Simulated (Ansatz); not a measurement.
Gas-phase electronic energies from Ansatz, PBE0-D4/def2-TZVP geometries. CCSD(T)/CBS is the MP2 limit (def2-TZVPP, def2-QZVPP) plus CCSD(T) − MP2 in def2-TZVPP, frozen cores. Functionals use def2-TZVPP. For Ga outer-core shells are correlated without core-valence functions, which leaves a few kJ/mol of doubt a bond. Scalar relativity is left out up to krypton. Each species was taken in one conformer, which may not be the lowest.

Reaction (redistribution): `[NH2][Ga]([F])[SiH2]F` + `[SiH3][O][GaH2]` → `[NH2][Ga]([F])[O][SiH3]` + `F[SiH2][GaH2]`

`[NH2][Ga]([F])[SiH2]F`:

Cartesian coordinates in Å:
```
N 1.132 -0.866 1.536
Ga -0.331 -0.355 0.616
F -1.822 -0.833 1.434
Si -0.545 0.826 -1.458
F 0.925 1.155 -2.022
H 2.077 -0.690 1.243
H 1.081 -1.362 2.410
H -1.253 0.011 -2.478
H -1.265 2.113 -1.282
```

`[SiH3][O][GaH2]`:

Z-matrix (Å, degrees):
```
Si
O 1 1.629
H 1 1.488 2 110.0
H 1 1.492 2 111.4 3 120.2
H 1 1.488 2 110.0 3 -119.7
Ga 2 1.785 1 139.3 3 -120.2
H 6 1.555 2 113.8 1 179.9
H 6 1.561 2 116.0 1 -0.1
```

`[NH2][Ga]([F])[O][SiH3]`:

```xyz
10

N    -0.510   -2.356    1.038
Ga   -0.587   -0.610    0.644
F    -1.863    0.385    1.307
O     0.523    0.182   -0.472
Si    0.736    1.667   -1.125
H     0.302   -2.906    0.817
H    -1.044   -2.741    1.798
H     0.970    2.689   -0.068
H    -0.451    2.077   -1.923
H     1.923    1.611   -2.016
```

`F[SiH2][GaH2]`:

```xyz
7

F    -1.116    1.866   -0.339
Si   -0.978    0.297   -0.004
Ga    1.330   -0.422    0.010
H    -1.629    0.072    1.317
H    -1.775   -0.441   -1.025
H     2.522    0.557   -0.280
H     1.646   -1.931    0.322
```

CCSD(T)/CBS gives +29.5 kJ/mol.

(1) Another level gave +31.3 kJ/mol. Which?
A. LDA (SPW92)/def2-TZVPP
B. HF/def2-TZVPP
C. CCSD(T)/def2-TZVPP
D. ωB97M-V/def2-TZVPP

(2) What do rigid-rotor, harmonic-oscillator terms from PBE0-D4/def2-TZVP frequencies (298.15 K, 1 bar) make of the CCSD(T)/CBS value? (An estimate is asked.)

Largest T1 diagnostic among the species: 0.014.

Answers

(1) D. ωB97M-V 31.3, HF/def2-TZVPP 20.7, LDA (SPW92) 36.7, CCSD(T)/def2-TZVPP 26.6 kJ/mol.

(2) Ansatz gave: ΔZPE = -1.6 kJ/mol, ΔH = +28.3 kJ/mol, ΔS = 3 J/(mol·K), ΔG = +27.3 kJ/mol. Modes under 50 cm⁻¹ make the entropy rough.

In def2-TZVPP, CCSD(T) changes the Hartree–Fock value by +5.9 kJ/mol (the triples alone add +1.7 kJ/mol) and MP2 by +7.6 kJ/mol. Leaving LDA and LC-ωPBE aside and taking each functional with its dispersion term where it has one, the values, not all of them listed here, spread over 12.0 kJ/mol, from PBE-QIDH to BLYP-D4.

CCSD(T)/CBS has its own doubt, a few kJ/mol and more with outer-core shells, so smaller differences from it don't rank the levels.
